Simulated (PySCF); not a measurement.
PySCF job for C₃H₉FOSi, SMILES C[Si@@H](CF)OC, TDA-PBE/def2-SVPD. The structure is a stationary point at r2SCAN-D4/def2-SVP. The structure was generated by enumeration; whether it is a known compound was not checked. The values are those of a single conformer.

```python
import numpy as np
from pyscf import gto, scf, dft, tdscf

mol = gto.M(
    atom='''
    C     2.41574777   -0.57410078   -0.02057293
    O     1.34928387   -0.39959982   -0.92217751
    Si   -0.25761851   -0.23949540   -0.49402422
    C    -0.81333904   -1.50123455    0.76712159
    C    -0.57640292    1.48198716    0.24729028
    F    -1.92436375    1.51392346    0.62703173
    H     2.52963484    0.28470595    0.66897646
    H     3.35054477   -0.66898727   -0.59492651
    H     2.29871099   -1.48869235    0.59114870
    H    -1.02445640   -0.35905916   -1.76325471
    H    -0.21219140   -1.44875601    1.68982773
    H    -1.85899257   -1.29036659    1.04462276
    H    -0.75968305   -2.53076040    0.37956610
    H    -0.39087853    2.30183189   -0.47048568
    H     0.04293857    1.68459603    1.14196526
    ''',
    basis='def2-SVPD',
    charge=0,
    spin=0,
    max_memory=1600,
    verbose=4,
)
mf = dft.RKS(mol, xc='pbe').density_fit(auxbasis='def2-universal-jkfit')
mf.grids.level = 3
mf.conv_tol = 1e-9
mf.max_cycle = 100
mf.kernel()
mf.grids = dft.Grids(mol).set(level=1).build(with_non0tab=True)  # coarser grid for the response kernel
td = tdscf.TDA(mf)
td.singlet = True
td.nstates = 6
td.conv_tol = 1e-4
td.positive_eig_threshold = 1e-6
td.kernel(x0=td.get_init_guess(mf, 11))
td.analyze()
tt = tdscf.TDA(mf)
tt.singlet = False
tt.nstates = 2
tt.conv_tol = 1e-4
tt.positive_eig_threshold = 1e-6
tt.kernel(x0=tt.get_init_guess(mf, 7))
tt.analyze(verbose=3)
```

Output:

```
PySCF version 2.14.0

[INPUT] verbose = 4
[INPUT] num. atoms = 15
[INPUT] num. electrons = 58
[INPUT] charge = 0
[INPUT] spin (= nelec alpha-beta = 2S) = 0
[INPUT] symmetry False subgroup None
[INPUT] Mole.unit = angstrom
[INPUT] Symbol           X                Y                Z      unit          X                Y                Z       unit  Magmom
[INPUT]  1 C      2.415747770000  -0.574100780000  -0.020572930000 AA    4.565101671329  -1.084893242099  -0.038877203280 Bohr   0.0
[INPUT]  2 O      1.349283870000  -0.399599820000  -0.922177510000 AA    2.549776978593  -0.755134219225  -1.742662932133 Bohr   0.0
[INPUT]  3 Si    -0.257618510000  -0.239495400000  -0.494024220000 AA   -0.486828428519  -0.452580714093  -0.933570474702 Bohr   0.0
[INPUT]  4 C     -0.813339040000  -1.501234550000   0.767121590000 AA   -1.536988032017  -2.836922148235   1.449649709341 Bohr   0.0
[INPUT]  5 C     -0.576402920000   1.481987160000   0.247290280000 AA   -1.089243656200   2.800549852522   0.467310902467 Bohr   0.0
[INPUT]  6 F     -1.924363750000   1.513923460000   0.627031730000 AA   -3.636520451541   2.860900712954   1.184918241112 Bohr   0.0
[INPUT]  7 H      2.529634840000   0.284705950000   0.668976460000 AA    4.780317042758   0.538016271534   1.264182293181 Bohr   0.0
[INPUT]  8 H      3.350544770000  -0.668987270000  -0.594926510000 AA    6.331611983394  -1.264202721120  -1.124248168143 Bohr   0.0
[INPUT]  9 H      2.298710990000  -1.488692350000   0.591148700000 AA    4.343934210628  -2.813220825235   1.117109141893 Bohr   0.0
[INPUT] 10 H     -1.024456400000  -0.359059160000  -1.763254710000 AA   -1.935942022558  -0.678523474916  -3.332068489749 Bohr   0.0
[INPUT] 11 H     -0.212191400000  -1.448756010000   1.689827730000 AA   -0.400983631988  -2.737752080218   3.193311607395 Bohr   0.0
[INPUT] 12 H     -1.858992570000  -1.290366590000   1.044622760000 AA   -3.512986824901  -2.438439455389   1.974050919887 Bohr   0.0
[INPUT] 13 H     -0.759683050000  -2.530760400000   0.379566100000 AA   -1.435592905974  -4.782444042895   0.717275975169 Bohr   0.0
[INPUT] 14 H     -0.390878530000   2.301831890000  -0.470485680000 AA   -0.738653369673   4.349831856890  -0.889089080730 Bohr   0.0
[INPUT] 15 H      0.042938570000   1.684596030000   1.141965260000 AA    0.081142137480   3.183425127230   2.158001585168 Bohr   0.0

nuclear repulsion = 320.391275174501
number of shells = 88
number of NR pGTOs = 288
number of NR cGTOs = 202
basis = def2-SVPD
ecp = {}


[settings echo left out]
init E= -583.676167097557
  HOMO = -0.321768625946169  LUMO = -0.0648853480238283  gap/eV = 6.99015
cycle= 1 E= -583.383411124386  delta_E= 0.293  |g|= 0.852  |ddm|= 4.96
  HOMO = -0.0889525494448868  LUMO = 0.00489605792404024  gap/eV = 2.55375
cycle= 2 E= -582.862872328461  delta_E= 0.521  |g|= 1.81  |ddm|= 2.36
  HOMO = -0.232328101100409  LUMO = -0.0135694941514779  gap/eV = 5.95272
cycle= 3 E= -583.520494786044  delta_E= -0.658  |g|= 0.259  |ddm|= 1.72
  HOMO = -0.235406199247973  LUMO = -0.0182474724308475  gap/eV = 5.90919
cycle= 4 E= -583.53452029138  delta_E= -0.014  |g|= 0.0898  |ddm|= 0.339
  HOMO = -0.235087899007842  LUMO = -0.0167611362745705  gap/eV = 5.94097
cycle= 5 E= -583.53616520513  delta_E= -0.00164  |g|= 0.0298  |ddm|= 0.105
  HOMO = -0.234156934530695  LUMO = -0.0164102581557017  gap/eV = 5.92519
cycle= 6 E= -583.536306993443  delta_E= -0.000142  |g|= 0.0127  |ddm|= 0.0322
  HOMO = -0.234608681184246  LUMO = -0.0165614303119037  gap/eV = 5.93337
cycle= 7 E= -583.53633753044  delta_E= -3.05e-05  |g|= 0.00166  |ddm|= 0.0116
  HOMO = -0.234622665369961  LUMO = -0.0165609843405328  gap/eV = 5.93376
cycle= 8 E= -583.536338183235  delta_E= -6.53e-07  |g|= 0.000579  |ddm|= 0.00278
  HOMO = -0.234630116511907  LUMO = -0.0165509229433587  gap/eV = 5.93424
cycle= 9 E= -583.536338262921  delta_E= -7.97e-08  |g|= 0.000154  |ddm|= 0.000919
  HOMO = -0.234644037448535  LUMO = -0.0165597987239865  gap/eV = 5.93437
cycle= 10 E= -583.536338269303  delta_E= -6.38e-09  |g|= 2.33e-05  |ddm|= 0.000234
  HOMO = -0.234643135566629  LUMO = -0.0165588428057042  gap/eV = 5.93438
cycle= 11 E= -583.536338269411  delta_E= -1.08e-10  |g|= 1.36e-05  |ddm|= 6.34e-05
  HOMO = -0.234643667916669  LUMO = -0.0165599561168901  gap/eV = 5.93436
Extra cycle  E= -583.536338269379  delta_E= 3.21e-11  |g|= 1.85e-05  |ddm|= 5.12e-05
converged SCF energy = -583.536338269379
tot grids = 54680
Overwritten attributes  positive_eig_threshold  of <class 'pyscf.tdscf.rks.TDA'>


******** <class 'pyscf.tdscf.rks.TDA'> for <class 'pyscf.df.df_jk.DFRKS'> ********
nstates = 6 singlet
deg_eia_thresh = 1.000e-03
wfnsym = None
conv_tol = 0.0001
eigh lindep = 1e-12
eigh level_shift = 0
eigh max_cycle = 100


Excitation energies (eV)
[6.06683629 6.2157966  6.69924901 6.79430262 6.89320284 7.01023956]

** Singlet excitation energies and oscillator strengths **
Excited State   1:      6.06684 eV    204.36 nm  f=0.0016
      29 -> 30       -0.69362
      29 -> 31        0.11264
Excited State   2:      6.21580 eV    199.47 nm  f=0.0034
      29 -> 30        0.10902
      29 -> 31        0.69717
Excited State   3:      6.69925 eV    185.07 nm  f=0.0021
      28 -> 30        0.69096
Excited State   4:      6.79430 eV    182.48 nm  f=0.0125
      29 -> 32        0.69342
Excited State   5:      6.89320 eV    179.86 nm  f=0.0006
      28 -> 31       -0.70066
Excited State   6:      7.01024 eV    176.86 nm  f=0.0133
      29 -> 33       -0.69993

** Transition electric dipole moments (AU) **
state          X           Y           Z        Dip. S.      Osc.
  1         0.0924     -0.0297      0.0324      0.0105      0.0016
  2        -0.1105     -0.0589      0.0808      0.0222      0.0034
  3        -0.1079     -0.0379      0.0049      0.0131      0.0021
  4        -0.1807      0.2058      0.0109      0.0751      0.0125
  5        -0.0598     -0.0038     -0.0066      0.0036      0.0006
  6        -0.0442     -0.2596      0.0898      0.0774      0.0133

** Transition velocity dipole moments (imaginary part, AU) **
state          X           Y           Z        Dip. S.      Osc.
  1        -0.0014     -0.0379     -0.0011      0.0014      0.0043
  2        -0.0104     -0.0022      0.0156      0.0004      0.0010
  3        -0.0043      0.0030      0.0156      0.0003      0.0007
  4        -0.0418      0.0449     -0.0010      0.0038      0.0101
  5        -0.0193     -0.0020     -0.0000      0.0004      0.0010
  6        -0.0046     -0.0547      0.0152      0.0032      0.0084

** Transition magnetic dipole moments (imaginary part, AU) **
state          X           Y           Z
  1         0.2739      0.1507     -0.0618
  2         0.0150      0.0414     -0.2408
  3         0.2051      0.1059      0.1278
  4        -0.2497     -0.3781      0.2650
  5        -0.0109     -0.5619     -0.1650
  6        -0.0634     -0.1151      0.5270


******** <class 'pyscf.tdscf.rks.TDA'> for <class 'pyscf.df.df_jk.DFRKS'> ********
nstates = 2 triplet
deg_eia_thresh = 1.000e-03
wfnsym = None
conv_tol = 0.0001
eigh lindep = 1e-12
eigh level_shift = 0
eigh max_cycle = 100


Excitation energies (eV)
[5.75077311 6.13285482]

** Triplet excitation energies and oscillator strengths **
Excited State   1:      5.75077 eV    215.60 nm  f=0.0000
Excited State   2:      6.13285 eV    202.16 nm  f=0.0000
```

The calculation finished and met its thresholds.
